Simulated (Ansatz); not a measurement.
C4H5F3 (`C/C(F)=C/C(F)F`), relaxed with RKS PBE0-D4/def2-TZVP in Ansatz 0.2.0 from a PBE-D4/def2-SVP geometry. The force threshold is 0.005 eV/Å; the program also tests the step.

The species carries charge 0 and has multiplicity 1.

Start:

```xyz
12

C    -0.863    1.220    1.314
C    -0.489    0.080    0.432
F    -1.332   -0.973    0.563
C     0.544    0.004   -0.429
C     0.830   -1.191   -1.272
F     0.794   -0.852   -2.604
F     2.098   -1.657   -1.017
H    -1.894    1.563    1.084
H    -0.858    0.901    2.377
H    -0.165    2.067    1.187
H     1.224    0.861   -0.533
H     0.111   -2.022   -1.103
```

```csv
step,energy (eV),largest force (eV/Å),largest move (Å)
1,-12372.2061,0.771,0.000
2,-12372.2584,0.202,0.024
3,-12372.2628,0.035,0.008
4,-12372.2628,0.012,0.001
5,-12372.2628,0.005,0.002
6,-12372.2628,0.004,0.004
```

End:

```xyz
12

C    -0.855    1.212    1.304
C    -0.483    0.080    0.429
F    -1.319   -0.963    0.567
C     0.529    0.005   -0.422
C     0.818   -1.182   -1.259
F     0.797   -0.842   -2.579
F     2.075   -1.642   -1.003
H    -1.868    1.549    1.071
H    -0.845    0.896    2.350
H    -0.163    2.042    1.174
H     1.196    0.851   -0.525
H     0.118   -2.006   -1.109
```

Run time 31 s (4 threads of an Arm Neoverse V2 on a shared host); peak host memory 0.71 GiB.
